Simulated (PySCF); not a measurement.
Dipole moment and polarisability of `C=Cc1ccn([SiH3])c1`

Species: C6H9NSi.
Cartesian coordinates in Å at the GFN2-xTB level; atoms count from 1:
```
atom  x, y, z in Å
C1     3.3308   -0.1231    0.3375
C2     2.1681   -0.7553    0.4487
C3     0.8676   -0.1564    0.2543
C4     0.5551    1.1951   -0.0814
C5    -0.7964    1.2837   -0.1668
N6    -1.3616    0.0599    0.0935
Si7   -3.0713   -0.2948    0.1702
C8    -0.3368   -0.8065    0.3530
H9     4.2680   -0.6294    0.4924
H10    3.3900    0.9220    0.0869
H11    2.1498   -1.8087    0.7022
H12    1.2554    1.9910   -0.2392
H13   -1.4187    2.1257   -0.3984
H14   -3.1897   -1.7252   -0.0977
H15   -3.7032    0.5226   -0.8624
H16   -3.5742    0.0450    1.5036
H17   -0.5398   -1.8336    0.5870
```

Level: PBE0/def2-SVPD (PySCF), static field, nuclei fixed, core orbitals frozen in the response. The polarisability tensor in these axes (au):

```
x   157.93   2.71   1.93
y     2.71  94.88  -6.34
z     1.93  -6.34  70.25
```

Q: What are the eigenvalues, a third of the trace, and Δα (Δα² = ½Σ(αi − αj)² over the three pairs)?

A: Principal values 68.64, 96.34 and 158.08 au; mean 107.69 au = 15.96 Å³ = 17.76 × 10⁻⁴⁰ C²·m²/J; Δα = 79.30 au (74 % of the mean).

Q: What is the dipole moment, and where does it point?

A: (-2.10, -0.24, -0.03) D, 2.12 D in size, pointing from the negative to the positive side. Measured along this direction, the outermost atoms are H9 at the negative end and H15 and H16 at the positive end.

Q: How large is μ²/3kT at 273 K beside α?

A: In Gaussian units μ²/3kT = 39.68 Å³ against 15.96 Å³, a ratio of 2.49; the Debye molar polarisation (4π/3)N_A(α + μ²/3kT) is 140.4 cm³/mol, leaving out the vibrational part.

Q: Give the eigenvalues of the traceless quadrupole moment Θ = ½Σq(3rr − r²1), origin at the centre of nuclear charge.

A: -8.87, 3.61, 5.26 D·Å. The values depend on the origin, since the dipole doesn't vanish. The electronic extent ⟨r²⟩ about the same centre is 1453 bohr², a root-mean-square distance of 2.48 Å for the 66 electrons.

Q: Sum over states: ᾱ = Σ f/ω², ω in Eh. What share falls to these 6 lowest TDDFT singlets (eV, f)? 5.12, 0.0041; 5.24, 0.2339; 5.56, 0.3083; 5.80, 0.0292; 5.83, 0.0059; 5.90, 0.0200.

A: They add up to 15.01 au, 13.9 % of the 107.69 au; the largest single term is 7.38 au, from the state at 5.56 eV. Terms in order: 0.11, 6.31, 7.38, 0.64, 0.13, 0.43 au. Higher excitations give the rest. The strengths listed sum to 0.601.

Q: Find the Langevin capture rate constant for H3+ (3.023 u) meeting this molecule (123.050 u), k = 2.342 × 10⁻⁹ cm³/s × √(α in Å³ / reduced mass in u).

A: The reduced mass is 2.95 u, so k = 5.45 × 10⁻⁹ cm³/s. The formula leaves out the permanent dipole, which adds to the capture rate.

Q: Refractivity n − 1 of an ideal gas of it at 298.15 K and 1 atm, from the electronic α?

A: N = p/kT = 2.4615 × 10¹⁹ cm⁻³, so n − 1 = 2π × N × 15.96 × 10⁻²⁴ cm³ = 2468 × 10⁻⁶ at long wavelengths, for an ideal gas.

The structure is a single GFN2-xTB conformer in the gas phase; no vibrational or solvent corrections.
